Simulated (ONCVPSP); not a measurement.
**How hard is this cobalt ONCV potential?**

Co, optimised norm-conserving Vanderbilt (ONCV), made with ONCVPSP 4.0.1 (PBEsol, scalar-relativistic). Core [Ar], reference 3d7 4s2. Waves: 4s: rc 2.05 bohr, ncon 5, nbas 10, qcut 3.9 1/bohr, 2 projectors, debl 1 Ha; p scattering state at 0.33 Ha: rc 1.95 bohr, ncon 4, nbas 8, qcut 4.9 1/bohr, 1 projector; 3d: rc 1.35 bohr, ncon 5, nbas 10, qcut 11.1 1/bohr, 1 projector. Local part: polynomial inside 1.05 bohr (lpopt 1, dvloc0 1 Ha). Core correction: Teter function fitted to the true core (icmod 2), fcfact 0.76.

Q: For each optimised wave give the share of its norm inside rc, the residual kinetic energy above qcut (Ha) and the cutoffs (Ha) for errors of 10, 1, 0.1 and 0.01 mHa per electron.

A:

| wave | norm inside rc | residual KE | 10 mHa | 1 mHa | 0.1 mHa | 0.01 mHa |
| --- | --- | --- | --- | --- | --- | --- |
| 4s | 0.242 | 3.0e-05 | 3.1 | 5.0 | 6.7 | 37.3 |
| s projector 2 | 0.223 | 1.4e-03 | 4.2 | 11.3 | 78.3 | 91.2 |
| p projector 1 | 0.085 | 5.7e-05 | 1.2 | 3.8 | 9.9 | 47.4 |
| 3d | 0.753 | 7.5e-05 | 45.7 | 53.5 | 60.3 | 186.5 |

The occupied waves need 54 Ha and 60 Ha for 1 and 0.1 mHa. Note: no bound ghost flagged; GHOST(+) flagged for s at 0.20 eV, p at 32.4 eV. 4 of 4 tests not solved or not reliable.
